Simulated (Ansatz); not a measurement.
`[BH2][GaH][CH2]CCl`, relaxed with RKS PBE0-D4/def2-TZVP in the Gaussian-basis code of Ansatz from a PBE-D4/def2-SVP geometry. The force threshold is 0.005 eV/Å; the program also tests the step.

Total charge 0; spin multiplicity 1.

Start:

```xyz
12

B     0.304   -2.432   -0.136
Ga   -0.149   -0.731    0.951
C     0.548    1.105    0.403
C    -0.315    1.489   -0.775
Cl   -1.980    0.660   -0.617
H     1.317   -3.075    0.088
H    -0.404   -2.857   -1.033
H    -0.868   -0.744    2.367
H     1.619    1.096    0.115
H     0.415    1.806    1.251
H    -0.562    2.565   -0.870
H     0.076    1.119   -1.742
```

Problem. How much energy does the relaxation release, and in how many steps? (Estimate.)

Solution. The calculation gave: 0.05 eV, in 11 steps, 1 of them rejected.

Problem. Which bonds change most? (An estimate is asked.)

Solution. Ansatz gave: C4–Cl5 from 1.867 to 1.827 Å; Ga2–C3 from 2.039 to 2.016 Å; B1–H7 from 1.219 to 1.198 Å; B1–H6 from 1.221 to 1.200 Å.

Problem. Give the relaxed structure. (An estimate is asked.)

Solution. Ansatz gave: 
```xyz
12

B     0.299   -2.406   -0.152
Ga   -0.128   -0.716    0.970
C     0.528    1.109    0.419
C    -0.307    1.458   -0.783
Cl   -1.959    0.699   -0.598
H     1.304   -3.039    0.023
H    -0.428   -2.819   -1.011
H    -0.834   -0.789    2.378
H     1.589    1.133    0.158
H     0.357    1.816    1.232
H    -0.506    2.520   -0.929
H     0.085    1.034   -1.707
```
